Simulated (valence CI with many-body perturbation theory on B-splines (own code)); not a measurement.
## Energy levels of Hf67+

Calculated by configuration interaction combined with many-body perturbation theory (CI+MBPT): three valence electrons over a frozen Dirac-Fock core [He], a basis of 9 s, 9 p, 8 d, 6 f, 3 g, 1 h functions for each j, with the one-electron correlation potential Σ1 (screened to all orders), the two-electron term Σ2, the three-electron term Σ3, Breit, model QED; selected single and double excitations, second order for the rest, scaled by the run's own slope (own B-spline code, finite nucleus).

The last digits are not significant, and no measured levels were compared; by estimate large intervals hold to a few tenths of a per cent, small ones and those within an open d or f shell to about a per cent.

Levels 1 to 42 of 42, with energies above the lowest level, (2s^2 2p1/2) J=1/2. "Leading %" is the weight of the configuration and term that name the level; weights of strongly mixed levels are sums over their largest components and can fall short, so below about 35 % the name and the second component can differ from the true leading terms, or belong to a minority configuration. In the jj column 3d3/2^4 stands for four electrons in 3d with j = 3/2. Lifetimes count E1, E2, E3, M1 and M2 decay at the calculated energies, and are blank where another channel may lead or the interval is too uncertain; long ones can be off by a factor of two.

```csv
No.,Configuration,Term,J,E (eV),Leading %,Second component,Lifetime,Leading jj
1,2s2 2p,2P°,1/2,0,100,,,2s^2 2p1/2 (100 %)
2,2s 2p2,4P,1/2,259,50,31 % 2s 2p2 2S,43.3 ps,2s 2p1/2^2 (100 %)
3,2s2 2p,2P°,3/2,1291,99,,27.5 ps,2s^2 2p3/2 (99 %)
4,2s 2p2,4P,3/2,1473,90,7 % 2s 2p2 2D,11.7 ps,2s 2p1/2 2p3/2 (100 %)
5,2s 2p2,2D,5/2,1513,63,37 % 2s 2p2 4P,122 ps,2s 2p1/2 2p3/2 (100 %)
6,2s 2p2,2P,1/2,1583,69,31 % 2s 2p2 4P,102 fs,2s 2p1/2 2p3/2 (100 %)
7,2s 2p2,2D,3/2,1585,61,38 % 2s 2p2 2P,112 fs,2s 2p1/2 2p3/2 (100 %)
8,2p3,2P°,3/2,1854,48,27 % 2p3 2D°,148 fs,2p1/2^2 2p3/2 (99 %)
9,2s 2p2,4P,5/2,2782,63,37 % 2s 2p2 2D,490 fs,2s 2p3/2^2 (100 %)
10,2s 2p2,2S,1/2,2888,68,19 % 2s 2p2 4P,129 fs,2s 2p3/2^2 (100 %)
11,2s 2p2,2P,3/2,2888,59,32 % 2s 2p2 2D,69.6 fs,2s 2p3/2^2 (100 %)
12,2p3,4S°,3/2,3097,55,45 % 2p3 2D°,72.6 fs,2p1/2 2p3/2^2 (100 %)
13,2p3,2D°,5/2,3120,100,,77.2 fs,2p1/2 2p3/2^2 (100 %)
14,2p3,2P°,1/2,3176,100,,67.1 fs,2p1/2 2p3/2^2 (100 %)
15,2p3,2P°,3/2,4430,51,28 % 2p3 2D°,48.5 fs,2p3/2^3 (100 %)
16,2s2 3s,2S,1/2,9970,98,,3.86 fs,2s^2 3s (98 %)
17,2s2 3p,2P°,1/2,10056,96,,101 fs,2s^2 3p1/2 (96 %)
18,2s 2p 3s,4P°,1/2,10143,85,13 % 2s 2p 3s 2P°,4.32 fs,2s 2p1/2 3s (99 %)
19,2s 2p 3s,4P°,3/2,10171,59,41 % 2s 2p 3s 2P°,3.86 fs,2s 2p1/2 3s (99 %)
20,2s 2p 3s,2P°,1/2,10201,95,4 % 2s 2p 3s 4P°,5.03 fs,2s 2p1/2 3s (99 %)
21,2s 2p 3p,4D,1/2,10216,72,20 % 2s 2p 3p 2P,5.55 fs,2s 2p1/2 3p1/2 (100 %)
22,2s 2p 3p,4D,3/2,10244,40,34 % 2s 2p 3p 2D,2.18 fs,2s 2p1/2 3p1/2 (100 %)
23,2s 2p 3p,4P,1/2,10288,45,31 % 2s 2p 3p 2S,4.25 fs,2s 2p1/2 3p1/2 (99 %)
24,2s2 3p,2P°,3/2,10438,98,,73.0 fs,2s^2 3p3/2 (98 %)
25,2p2 3s,4P,1/2,10454,44,30 % 2p2 3s 2S,4.80 fs,2p1/2^2 3s (96 %)
26,2s2 3d,2D,3/2,10495,98,,631 as,2s^2 3d3/2 (98 %)
27,2p2 3p,2P°,1/2,10523,45,37 % 2p2 3p 4D°,1.19 fs,2p1/2^2 3p1/2 (97 %)
28,2s2 3d,2D,5/2,10597,94,,724 as,2s^2 3d5/2 (94 %)
29,2s 2p 3p,4P,3/2,10609,31,27 % 2s 2p 3p 4D,6.12 fs,2s 2p1/2 3p3/2 (100 %)
30,2s 2p 3p,4D,5/2,10642,41,40 % 2s 2p 3p 2D,12.9 fs,2s 2p1/2 3p3/2 (95 %)
31,2s 2p 3p,2D,3/2,10644,43,24 % 2s 2p 3p 2P,2.74 fs,2s 2p1/2 3p3/2 (100 %)
32,2s 2p 3p,2P,1/2,10649,44,19 % 2s 2p 3p 2S,1.78 fs,2s 2p1/2 3p3/2 (97 %)
33,2s 2p 3d,4F°,3/2,10654,70,13 % 2s 2p 3d 2D°,2.49 fs,2s 2p1/2 3d3/2 (100 %)
34,2s 2p 3d,4F°,5/2,10685,42,32 % 2s 2p 3d 2F°,3.72 fs,2s 2p1/2 3d3/2 (99 %)
35,2s 2p 3d,2P°,3/2,10703,30,24 % 2s 2p 3d 4D°,527 as,2s 2p1/2 3d3/2 (99 %)
36,2s 2p 3d,4D°,1/2,10707,53,40 % 2s 2p 3d 2P°,548 as,2s 2p1/2 3d3/2 (98 %)
37,2s 2p 3d,4P°,5/2,10768,33,30 % 2s 2p 3d 4D°,696 as,2s 2p1/2 3d5/2 (100 %)
38,2s 2p 3d,2F°,7/2,10797,40,36 % 2s 2p 3d 4F°,714 as,2s 2p1/2 3d5/2 (100 %)
39,2s 2p 3d,2F°,5/2,10809,47,24 % 2s 2p 3d 2D°,717 as,2s 2p1/2 3d5/2 (99 %)
40,2s 2p 3d,2P°,3/2,10809,39,32 % 2s 2p 3d 2D°,723 as,2s 2p1/2 3d5/2 (96 %)
41,2p2 3p,2P°,3/2,10920,34,19 % 2p2 3p 4D°,2.52 fs,2p1/2^2 3p3/2 (96 %)
42,2p2 3d,2D,3/2,10962,42,32 % 2p2 3d 4F,3.77 fs,2p1/2^2 3d3/2 (98 %)
```

The ionisation energy to 2s2 1S_0 of the next ion comes out as 17671 eV (NIST: 17680 ± 40 eV (theoretical)). All 42 levels together are meant to be complete up to 11070 eV.
